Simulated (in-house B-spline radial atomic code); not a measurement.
# Ionising the indium ion In²⁺ with different functionals

Computed with an all-electron radial atomic-structure program (B-spline basis): four-component Dirac-Coulomb Hamiltonian, Fermi nucleus of rms radius 4.6156 fm, spin-restricted, spherical fractional occupations for the functionals. The ionisation energy is the difference of two self-consistent energies, [Kr] 4d10 5s1 → [Kr] 4d10, without Breit or QED terms; ε is the level of the shell that loses the electron (mean over j).

Hybrids are left out here: with spherical fractional occupations of an open shell their exact exchange keeps a self-interaction that integer-occupation calculations don't have.

```tsv
method	rung	ΔSCF (eV)	-ε(5s) (eV)
LDA VWN5	LDA	28.74	24.12
relativistic LDA	LDA	28.69	24.08
LDA PW92	LDA	28.73	24.12
LDA exchange-only	LDA	27.51	22.89
PBE	GGA	?	?
PBEsol	GGA	28.27	23.68
BLYP	GGA	28.53	23.82
RPBE	GGA	28.16	23.47
PW91	GGA	28.42	23.75
BP86	GGA	28.37	23.84
AM05	GGA	28.22	23.65
OLYP	GGA	?	?
```

What does OLYP give?

ΔSCF 28.05 eV, and -ε(5s) = 23.26 eV.

What does PBE give?

ΔSCF 28.32 eV, and -ε(5s) = 23.67 eV.

How do they compare with the NIST value?

NIST lists 28.044 eV (measured, ground level to ground level). Errors run from -0.53 to +0.69 eV; OLYP is closest (+0.00 eV), but part of that can be cancellation, since the calculations leave out Breit-QED terms, spin polarisation.
